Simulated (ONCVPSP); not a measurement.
oxygen: one change to an ONCV potential, before and after

oxygen (O), optimised norm-conserving Vanderbilt (ONCV), made with ONCVPSP 4.0.1 (LDA (Perdew-Zunger), fully relativistic). Core [He], reference 2s2 2p3.5 (charge +0.5). Waves: 2s: rc 0.90 bohr, ncon 3, nbas 6, qcut 7.8 1/bohr, 3 projectors, debl 2.4 Ha; 2p: rc 2.05 bohr, ncon 3, nbas 8, qcut 7.7 1/bohr, 1 projector. Local part: polynomial inside 0.75 bohr (lpopt 5, dvloc0 0 Ha). Core correction: Teter function, fcfact 3, rcfact 1.

Open shells are filled in proportion to 2j + 1.

All-electron outer shells of the reference configuration (LDA (Perdew-Zunger), scalar-relativistic, ld1.x):

```tsv
shell	level (eV)	outermost node (bohr)	outermost maximum (bohr)
1s	-519.61	–	0.13
2s	-31.16	0.28	0.87
2p	-16.43	–	0.80
```

Change: s: qcut 4.9.

Cutoffs: the cutoffs (Ha) at which the residual kinetic energy of the hardest occupied pseudo-wave falls to 1 and 0.1 mHa per electron; they do not see the model core or the augmentation charge, which bear on the density cutoff. Errors are all-electron minus pseudo energies relative to the spin-unpolarised reference configuration.

Q: What does the change do?

A: A bound ghost appears in s, which as a rule spoils a file; the errors of the 4 common tests hardly move.

```csv
quantity,base,changed
"cutoffs, loose and tight","32 Ha, 110 Ha",not determined
bound ghosts,none,s
GHOST(+) flags under 300 eV,none,none
"error for 2s2 2p4, meV [ΔE -6.37 eV]",+12,+12
"error for 2s2 2p3, meV [ΔE 10.22 eV]",+30,+30
"error for 2s2 2p2, meV [ΔE 43.93 eV]",+498,+503
"error for 2s2 2p0, meV [ΔE 174.85 eV]",+6231,+6313
s: phases at 0.91 bohr within 0.05 rad from the reference energy up to (Ha; the scan ends near 5),to the end of the scan,to the end of the scan
p3/2: phases at 2.08 bohr within 0.05 rad from the reference energy up to (Ha; the scan ends near 5),0.2,0.2
p1/2: phases at 2.08 bohr within 0.05 rad from the reference energy up to (Ha; the scan ends near 5),0.2,0.2
"rms error of d²Exc/dni dnj with the model core, mHa",11.83,11.68
```

 A true bound ghost makes a file unfit for plane-wave use even where its test errors are small: the radial tests pick states by their node count and pass the ghost by.
